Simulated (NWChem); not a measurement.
System: AuPH3I; SMILES [PH3]->[Au][I]

```xyz
6

Au    -0.3090    -0.2387    -0.4950
I      0.9504     0.7395     1.5265
P     -1.4198    -1.1083    -2.2828
H     -1.1616    -2.4544    -2.6406
H     -1.2422    -0.4955    -3.5476
H     -2.8355    -1.1477    -2.2421
```
Atoms are numbered in this order, from 1.

Level: PBE0/def2-SVP with def2 effective core potentials on I, Au (NWChem), optimised geometry, unscaled harmonic frequencies. def2 effective core potentials on I, Au; no spin-orbit coupling.

Q: List the harmonic frequencies with IR intensities, and the thermochemistry.

A: 
```tsv
frequency (cm⁻¹)	IR intensity (km/mol)
71	2.1
71	2.1
193	8.5
323	2.2
487	0.0
487	0.0
1001	190.7
1116	4.9
1117	4.9
2476	43.9
2492	4.1
2494	4.0
```

The zero-point energy is 17.6 kcal/mol, the thermal correction to the enthalpy at 298.15 K (with zero-point energy) is 21.9 kcal/mol and the heat capacity Cv is 16.8 cal/(mol K). The entropy at 298.15 K and 1 atm (symmetry number 3) comes out as 81.2 cal/(mol K).

Rigid rotor and harmonic oscillator; modes under 100 cm⁻¹ make the entropy uncertain.
